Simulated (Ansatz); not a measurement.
AlH5N2S (`[NH2][Al]([NH2])[SH]`), relaxed with RKS PBE0-D4/def2-TZVP in Ansatz 0.2.0 from a PBE-D4/def2-SVP geometry. The force threshold is 0.005 eV/Å; the program also tests the step.

Total charge 0; spin multiplicity 1.

Start:

```xyz
9

N    -0.748   -0.741   -1.182
Al    0.154    0.183    0.049
N    -0.427    0.333    1.726
S     2.059    1.175   -0.475
H    -0.608   -0.660   -2.191
H    -1.506   -1.398   -0.990
H     0.153    0.651    2.505
H    -1.380    0.156    2.050
H     2.304    0.300   -1.491
```

**Question.** How much energy does the relaxation release, and in how many steps? (An estimate is asked.)

**Answer.** The calculation gave: 1.02 kcal/mol, in 8 steps.

**Question.** Which bonds change most? (Estimate.)

**Answer.** Computed: Al2–S4 from 2.211 to 2.191 Å; S4–H9 from 1.363 to 1.344 Å; N1–Al2 from 1.784 to 1.765 Å; Al2–N3 from 1.781 to 1.763 Å.

**Question.** Give the relaxed structure. (Estimate.)

**Answer.** The calculation gave: 
```xyz
9

N    -0.735   -0.734   -1.162
Al    0.173    0.151    0.067
N    -0.429    0.331    1.714
S     2.102    1.071   -0.416
H    -0.504   -0.760   -2.140
H    -1.572   -1.265   -0.988
H     0.105    0.725    2.471
H    -1.346    0.071    2.033
H     2.207    0.410   -1.580
```
